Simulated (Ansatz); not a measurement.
Basis sets compared for (MgS)2 ring (Mg₂S₂). The state is a singlet with charge 0. Geometry PBE-D4/def2-TZVP. Ansatz on 4 threads of Arm Neoverse V1 on a shared host; times are rough, and most runs start from earlier orbitals.

```xyz
4

Mg    1.054    0.779   -0.123
S    -0.795    0.832   -1.536
Mg   -1.054   -0.779    0.123
S     0.795   -0.832    1.536
```

B3LYP takes the VWN-RPA correlation.

Binding counts from free atoms (Mg singlet, S triplet) in the same basis, without a counterpoise term.

```csv
level,functions,energy (Eh),HOMO (eV),LUMO (eV),binding per atom (eV),wall time
HF/STO-3G,36,-1180.6198,-2.80,7.73,2.34,0.1 s
HF/6-31G,52,-1194.2947,-8.61,-0.84,1.10,0.2 s
PBE-D4/def2-SVP,72,-1195.6976,-4.99,-3.35,2.40,0.6 s
B3LYP-D4/6-31G,52,-1196.6343,-5.93,-3.25,1.88,0.65 s
PBE0-D4/def2-SVP,72,-1195.7994,-6.04,-2.71,2.34,0.8 s
```

Task: Estimate the rows for HF/def2-TZVP, PBE-D4/def2-TZVP (with forces), B3LYP-D4/def2-TZVP, PBE0-D4/def2-TZVP.

Result: 
```json
{"level": "HF/def2-TZVP", "functions": "138", "energy (Eh)": "-1194.4403", "HOMO (eV)": "-8.45", "LUMO (eV)": "-0.55", "binding per atom (eV)": "1.52", "wall time": "0.75 s"}
{"level": "PBE-D4/def2-TZVP (with forces)", "functions": "138", "energy (Eh)": "-1196.1173", "HOMO (eV)": "-5.08", "LUMO (eV)": "-3.31", "binding per atom (eV)": "2.41", "wall time": "1.1 s"}
{"level": "B3LYP-D4/def2-TZVP", "functions": "138", "energy (Eh)": "-1196.7776", "HOMO (eV)": "-5.88", "LUMO (eV)": "-2.96", "binding per atom (eV)": "2.24", "wall time": "1.4 s"}
{"level": "PBE0-D4/def2-TZVP", "functions": "138", "energy (Eh)": "-1196.2165", "HOMO (eV)": "-6.11", "LUMO (eV)": "-2.67", "binding per atom (eV)": "2.36", "wall time": "1.3 s"}
```
